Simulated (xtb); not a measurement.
xtb input (GFN1-xTB):

```bash
xtb mol.xyz --gfn 1 --sp --chrg -1 --uhf 0
```
mol.xyz:
```
14

C      2.31820252     0.86759351     0.28134972
Si     1.34704606    -0.82893138     0.37677479
O      0.04397300    -0.39899893    -0.77080407
Si    -1.52007366    -0.19334823    -0.48252234
C     -1.88914508     1.18373544     0.75079970
H      3.32733205     0.74793712     0.69622942
H      2.41210888     1.23431488    -0.74774977
H      1.81478284     1.64106404     0.87220996
H      2.24552247    -1.55347793    -0.65446564
H     -2.21498690    -1.41783014     0.02901546
H     -2.22103924     0.15757904    -1.76021890
H     -2.96642968     1.30976768     0.89943806
H     -1.47249731     2.13396494     0.40797153
H     -1.42853557     0.94261281     1.71157164
```

Output:

```
           -------------------------------------------------
          |                Calculation Setup                |
           -------------------------------------------------

           -------------------------------------------------
          |                 G F N 1 - x T B                 |
           -------------------------------------------------

        Reference                      10.1021/acs.jctc.7b00118
      * Hamiltonian:
        H0-scaling (s, p, d)           1.850000    2.250000    2.000000
        zeta-weighting                 0.000000
      * Dispersion:
        s8                             2.400000
        a1                             0.630000
        a2                             5.000000
        s9                             0.000000
      * Repulsion:
        kExp                           1.500000
        rExp                           1.000000
      * Coulomb:
        alpha                          2.000000
        third order                    atomic
        anisotropic                    false
      * Halogen bond correction:
        rad-scale                      1.300000
        damping                        0.440000

          ...................................................
          :                      SETUP                      :
          :.................................................:
          :  # basis functions                  50          :
          :  # atomic orbitals                  48          :
          :  # shells                           30          :
          :  # electrons                        32          :
          :  # halogen bonds                     0          :
          :  max. iterations                   250          :
          :  Hamiltonian                  GFN1-xTB          :
          :  restarted?                      false          :
          :  GBSA solvation                  false          :
          :  PC potential                    false          :
          :  electronic temp.          300.0000000     K    :
          :  accuracy                    1.0000000          :
          :  -> integral cutoff          0.2500000E+02      :
          :  -> integral neglect         0.1000000E-07      :
          :  -> SCF convergence          0.1000000E-05 Eh   :
          :  -> wf. convergence          0.2000000E-04 e    :
          :  Broyden damping             0.4000000          :
          :  net charge                         -1          :
          :  unpaired electrons                  0          :
          ...................................................

 iter      E             dE          RMSdq      gap      omega  full diag
   1    -17.9153652 -0.179154E+02  0.711E+00    4.12       0.0  T
   2    -17.9443924 -0.290273E-01  0.428E+00    3.96       1.0  T
   3    -17.9448899 -0.497473E-03  0.545E-01    3.75       1.0  T
   4    -17.9461588 -0.126893E-02  0.976E-02    3.85       1.0  T
   5    -17.9462684 -0.109561E-03  0.363E-02    3.85       1.0  T
   6    -17.9462745 -0.606470E-05  0.188E-02    3.86       1.4  T
   7    -17.9462747 -0.260695E-06  0.625E-03    3.86       4.3  T
   8    -17.9462748 -0.437261E-07  0.162E-03    3.86      16.5  T
   9    -17.9462748 -0.797908E-08  0.561E-04    3.86      47.7  T
  10    -17.9462748 -0.109967E-08  0.149E-04    3.86     179.2  T
  11    -17.9462748 -0.122657E-09  0.896E-06    3.86    2982.6  T

   *** convergence criteria satisfied after 11 iterations ***

         #    Occupation            Energy/Eh            Energy/eV
      -------------------------------------------------------------
         1        2.0000           -0.5711207             -15.5410
       ...           ...                  ...                  ...
        10        2.0000           -0.3271661              -8.9026
        11        2.0000           -0.3203979              -8.7185
        12        2.0000           -0.3128741              -8.5137
        13        2.0000           -0.2940396              -8.0012
        14        2.0000           -0.2824556              -7.6860
        15        2.0000           -0.2376614              -6.4671
        16        2.0000           -0.1585693              -4.3149 (HOMO)
        17                         -0.0165837              -0.4513 (LUMO)
        18                          0.0005259               0.0143
        19                          0.0024464               0.0666
        20                          0.0207583               0.5649
        21                          0.0412656               1.1229
       ...                                ...                  ...
        48                          1.5648358              42.5813
      -------------------------------------------------------------
                  HL-Gap            0.1419855 Eh            3.8636 eV
             Fermi-level           -0.0875765 Eh           -2.3831 eV

 SCC (total)                   0 d,  0 h,  0 min,  0.024 sec
 SCC setup                      ...        0 min,  0.000 sec (  0.347%)
 Dispersion                     ...        0 min,  0.000 sec (  0.199%)
 classical contributions        ...        0 min,  0.000 sec (  0.064%)
 integral evaluation            ...        0 min,  0.007 sec ( 28.817%)
 iterations                     ...        0 min,  0.003 sec ( 13.420%)
 molecular gradient             ...        0 min,  0.014 sec ( 56.485%)
 printout                       ...        0 min,  0.000 sec (  0.621%)

         :::::::::::::::::::::::::::::::::::::::::::::::::::::
         ::                     SUMMARY                     ::
         :::::::::::::::::::::::::::::::::::::::::::::::::::::
         :: total energy             -17.792086233566 Eh    ::
         :: gradient norm              0.046099232134 Eh/a0 ::
         :: HOMO-LUMO gap              3.863623393321 eV    ::
         ::.................................................::
         :: SCC energy               -17.946274776925 Eh    ::
         :: -> electrostatic           0.123880196015 Eh    ::
         :: repulsion energy           0.159426867608 Eh    ::
         :: dispersion energy         -0.005238324249 Eh    ::
         :: halogen bond corr.         0.000000000000 Eh    ::
         :: add. restraining           0.000000000000 Eh    ::
         :: total charge              -1.000000000000 e     ::
         :::::::::::::::::::::::::::::::::::::::::::::::::::::

           -------------------------------------------------
          |                Property Printout                |
           -------------------------------------------------

    * Orbital Energies and Occupations

         #    Occupation            Energy/Eh            Energy/eV
      -------------------------------------------------------------
         1        2.0000           -0.5711207             -15.5410
       ...           ...                  ...                  ...
         4        2.0000           -0.4248257             -11.5601
         5        2.0000           -0.3896894             -10.6040
         6        2.0000           -0.3742045             -10.1826
         7        2.0000           -0.3647619              -9.9257
         8        2.0000           -0.3583157              -9.7503
         9        2.0000           -0.3505755              -9.5396
        10        2.0000           -0.3271661              -8.9026
        11        2.0000           -0.3203979              -8.7185
        12        2.0000           -0.3128741              -8.5137
        13        2.0000           -0.2940396              -8.0012
        14        2.0000           -0.2824556              -7.6860
        15        2.0000           -0.2376614              -6.4671
        16        2.0000           -0.1585693              -4.3149 (HOMO)
        17                         -0.0165837              -0.4513 (LUMO)
        18                          0.0005259               0.0143
        19                          0.0024464               0.0666
        20                          0.0207583               0.5649
        21                          0.0412656               1.1229
        22                          0.0602076               1.6383
        23                          0.0772676               2.1026
        24                          0.0920553               2.5050
        25                          0.0978745               2.6633
        26                          0.1084266               2.9504
        27                          0.1134222               3.0864
       ...                                ...                  ...
        48                          1.5648358              42.5813
      -------------------------------------------------------------
                  HL-Gap            0.1419855 Eh            3.8636 eV
             Fermi-level           -0.0875765 Eh           -2.3831 eV

  Mulliken/CM5 charges         n(s)   n(p)   n(d)
     1C    -0.15533 -0.26755   1.002  3.153  0.000
     2Si   -0.25944 -0.37338   1.509  2.271  0.480
     3O    -0.37586 -0.39403   1.646  4.730  0.000
     4Si    0.28610  0.07883   1.121  1.780  0.813
     5C    -0.18515 -0.29344   0.998  3.187  0.000
     6H    -0.01731  0.03543   1.017  0.000  0.000
     7H     0.00595  0.05982   0.994  0.000  0.000
     8H    -0.01113  0.04243   1.011  0.000  0.000
     9H    -0.12679 -0.05359   1.127  0.000  0.000
    10H    -0.10784 -0.02672   1.108  0.000  0.000
    11H    -0.11383 -0.03270   1.114  0.000  0.000
    12H     0.00057  0.05436   0.999  0.000  0.000
    13H     0.02783  0.08272   0.972  0.000  0.000
    14H     0.03222  0.08782   0.968  0.000  0.000

Wiberg/Mayer (AO) data.
largest (>0.10) Wiberg bond orders for each atom

 ---------------------------------------------------------------------------
     #   Z sym  total        # sym  WBO       # sym  WBO       # sym  WBO
 ---------------------------------------------------------------------------
     1   6 C    3.926 --     2 Si   1.022     6 H    0.963     8 H    0.962
                             7 H    0.960
     2  14 Si   3.223 --     1 C    1.022     9 H    0.997     3 O    0.935
                             4 Si   0.133
     3   8 O    2.521 --     4 Si   1.523     2 Si   0.935
     4  14 Si   4.683 --     3 O    1.523     5 C    1.019    10 H    0.937
                            11 H    0.936     2 Si   0.133
     5   6 C    3.932 --     4 Si   1.019    12 H    0.960    13 H    0.951
                            14 H    0.948
     6   1 H    1.012 --     1 C    0.963
     7   1 H    1.006 --     1 C    0.960
     8   1 H    1.021 --     1 C    0.962
     9   1 H    1.020 --     2 Si   0.997
    10   1 H    0.986 --     4 Si   0.937
    11   1 H    0.987 --     4 Si   0.936
    12   1 H    1.004 --     5 C    0.960
    13   1 H    1.003 --     5 C    0.951
    14   1 H    1.009 --     5 C    0.948
 ---------------------------------------------------------------------------

Topologies differ in total number of bonds
Writing topology from bond orders to xtbtopo.mol

 dipole moment from electron density (au)
     X       Y       Z
  -1.5102   1.5507  -0.1361  total (Debye):    5.513

           -------------------------------------------------
          | TOTAL ENERGY              -17.792086233566 Eh   |
          | GRADIENT NORM               0.046099232134 Eh/α |
          | HOMO-LUMO GAP               3.863623393321 eV   |
           -------------------------------------------------

------------------------------------------------------------------------
------------------------------------------------------------------------
 total:
 SCF:
Note: The following floating-point exceptions are signalling: IEEE_DENORMAL
normal termination of xtb
```

It need not be the lowest isomer of its formula. Whether it binds its extra electron was not tested at this geometry.
